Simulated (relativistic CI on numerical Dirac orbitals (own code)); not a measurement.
## F: calculation against measurement

Method of calculation: Dirac-Coulomb-Breit CI, orbitals from a KLI potential per configuration, model QED (radiative potential, 1s self-energy scaled to tabulated hydrogen-like ionisation energies), valence Slater integrals scaled by 0.85, P86 correlation energy added to each configuration (own radial code, finite nucleus).

Configuration list (outside the closed core 1s2): 2s²2p⁵, 2s²2p⁴3s, 2s²2p⁴3p, 2s2p⁶, 2s²2p⁴4s, 2s²2p⁴3d, 2s²2p⁴4p, 2s²2p⁴5s, 2s²2p⁴4d, 2s²2p⁴4f, 2s²2p⁴5p, 2s²2p⁴5d, 2s²2p⁴5f, 2s²2p⁴5g. Levels of other configurations are missing.

| Configuration | Term (tabulated) | J | Measured (cm⁻¹) | Computed | Error | Purity (%) |
| --- | --- | --- | --- | --- | --- | --- |
| 2s²2p⁵ | 2P° | 3/2 | 0.0 | 0 | 0 | 100 |
| 2s²2p⁵ | 2P° | 1/2 | 404.1 | 391 | -13 | 100 |
| 2s²2p⁴3s | 4P | 5/2 | 102405.7 | 97851 | -4555 | 100 |
| 2s²2p⁴3s | 4P | 3/2 | 102680.4 | 98122 | -4559 | 99 |
| 2s²2p⁴3s | 4P | 1/2 | 102840.4 | 98281 | -4559 | 100 |
| 2s²2p⁴3s | 2P | 3/2 | 104731.0 | 100041 | -4690 | 99 |
| 2s²2p⁴3s | 2P | 1/2 | 105056.3 | 100363 | -4693 | 100 |
| 2s²2p⁴3p | 4P° | 5/2 | 115917.9 | 111098 | -4820 | 97 |
| 2s²2p⁴3p | 4P° | 3/2 | 116040.9 | 111218 | -4823 | 97 |
| 2s²2p⁴3p | 4P° | 1/2 | 116143.6 | 111324 | -4819 | 99 |
| 2s²2p⁴3p | 4D° | 7/2 | 116987.4 | 111767 | -5220 | 100 |
| 2s²2p⁴3p | 4D° | 5/2 | 117164.0 | 111942 | -5222 | 89 |
| 2s²2p⁴3p | 4D° | 3/2 | 117308.6 | 112088 | -5221 | 95 |
| 2s²2p⁴3p | 4D° | 1/2 | 117391.9 | 112170 | -5222 | 99 |
| 2s²2p⁴3p | 2D° | 5/2 | 117622.9 | 112341 | -5282 | 90 |
| 2s²2p⁴3p | 2D° | 3/2 | 117872.9 | 112586 | -5287 | 96 |
| 2s²2p⁴3p | 2P° | 3/2 | 118936.8 | 113910 | -5027 | 97 |
| 2s²2p⁴3p | 2P° | 1/2 | 119081.8 | 114041 | -5041 | 96 |

Measured levels from NIST Handbook of Basic Atomic Spectroscopic Data (Sansonetti and Martin, J. Phys. Chem. Ref. Data 34, 1559 (2005)); pairs were made by configuration, J and term (by order where the table uses no LS term), so strongly mixed levels may be paired wrongly.

Mean error by configuration (cm⁻¹): 2s²2p⁵ -13; 2s²2p⁴3s -4611; 2s²2p⁴3p -5089. Over the excited levels the mean absolute error is 4650 cm⁻¹ (17 of the 19 excited levels that our extract of the source holds in range could be paired, and the others can miss by more), and the median relative error of those above 1,000 cm⁻¹ is 4.4 %.

Transition probabilities of persistent lines. The last column rescales the computed rate by the cube of measured over computed energy:

```tsv
λ measured (Å)	Lower	Upper	A tabulated (s⁻¹)	A computed	A rescaled
951.87 vacuum	2s²2p⁵ ²P°3/2	2s²2p⁴3s ²P1/2	2.55e+08	2.04e+08	2.34e+08
954.83 vacuum	2s²2p⁵ ²P°3/2	2s²2p⁴3s ²P3/2	6.32e+08	5.06e+08	5.80e+08
955.55 vacuum	2s²2p⁵ ²P°1/2	2s²2p⁴3s ²P1/2	5.05e+08	4.00e+08	4.59e+08
958.52 vacuum	2s²2p⁵ ²P°1/2	2s²2p⁴3s ²P3/2	1.25e+08	9.73e+07	1.12e+08
6856.03 air	2s²2p⁴3s ⁴P5/2	2s²2p⁴3p ⁴D°7/2	4.94e+07	4.43e+07	5.10e+07
6902.48 air	2s²2p⁴3s ⁴P3/2	2s²2p⁴3p ⁴D°5/2	3.20e+07	3.35e+07	3.85e+07
7037.47 air	2s²2p⁴3s ²P3/2	2s²2p⁴3p ²P°3/2	3.00e+07	3.70e+07	3.98e+07
7398.69 air	2s²2p⁴3s ⁴P5/2	2s²2p⁴3p ⁴P°5/2	2.85e+07	3.27e+07	3.47e+07
7754.70 air	2s²2p⁴3s ²P3/2	2s²2p⁴3p ²D°5/2	3.82e+07	3.18e+07	3.66e+07
```
